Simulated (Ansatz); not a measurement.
Consider the formal exchange of groups at a Ge–O bond: `[OH][GeH2][SH]` + CH₄ → `[CH3][GeH2][SH]` + H₂O.

Gas-phase electronic energies from Ansatz, PBE0-D4/def2-TZVP geometries. CCSD(T)/CBS adds triple-zeta CCSD(T) − MP2 to the extrapolated MP2 energy (def2 sets, frozen cores). This one scheme is used for every species. DFT in def2-TZVPP. B3LYP here is the variant with VWN-RPA as its local correlation; programs differ in this. HSE06 is defined as in plane-wave codes. For Ge outer-core shells are correlated without core-valence functions, which leaves a few kJ/mol of doubt a bond. Scalar relativity is left out up to krypton. Each species was taken in one conformer, which may not be the lowest.

```tsv
level	ΔE (kJ/mol)	difference from CCSD(T)/CBS
LDA (SPW92)	45.8	2.8
PBE-D4	47.4	4.4
revPBE-D4	46.7	3.7
BLYP-D4	55.2	12.2
r2SCAN-D4	53.5	10.5
B97M-V	58.2	15.2
PBE0-D4	44.5	1.5
B3LYP-D4	52.7	9.7
r2SCAN0-D4	49.3	6.3
HSE06-D4	44.6	1.6
BHLYP-D4	52.8	9.8
CAM-B3LYP-D4	54.3	11.3
ωB97X-V	51.4	8.4
ωB97M-V	49.1	6.1
PBE-QIDH	46.3	3.3
PBE	49.6	6.6
BLYP	59.4	16.4
r2SCAN	54.1	11.1
PBE0	46.4	3.4
B3LYP	56.1	13.1
r2SCANh	52.3	9.3
r2SCAN0	50.1	7.1
HSE06	46.4	3.4
BHLYP	55.9	12.9
CAM-B3LYP	56.3	13.3
LC-ωPBE	47.7	4.7
RPA@PBE/def2-TZVPP	46.9	3.9
HF/def2-SVP	60.2	17.2
CCSD/def2-SVP	58.7	15.7
CCSD(T)/def2-SVP	59.3	16.3
HF/def2-TZVPP	60.2	17.2
MP2/def2-TZVPP	46.6	3.6
SCS-MP2/def2-TZVPP	51.3	8.3
CCSD/def2-TZVPP	46.9	3.9
CCSD(T)/def2-TZVPP	46.9	3.9
HF/def2-QZVPP	60.6	17.6
SCS-MP2/def2-QZVPP	49.4	6.4
HF/CBS(def2)	60.6	17.6
MP2/CBS(def2)	42.8	-0.2
CCSD/CBS(def2)	43.0	0.0
CCSD(T)/CBS	43.0	0
```

Largest T1 diagnostic among the species: 0.012.

From PBE to PBE0 (25 % exact exchange), in def2-TZVPP and without D4, ΔE moves by −3.1 kJ/mol. In def2-TZVPP, CCSD(T) changes the Hartree–Fock value by −13.3 kJ/mol (the triples alone add +0.0 kJ/mol) and MP2 by −13.6 kJ/mol. At CCSD(T), def2-SVP lies +16.3 kJ/mol from the extrapolated value and def2-TZVPP +3.9 kJ/mol.
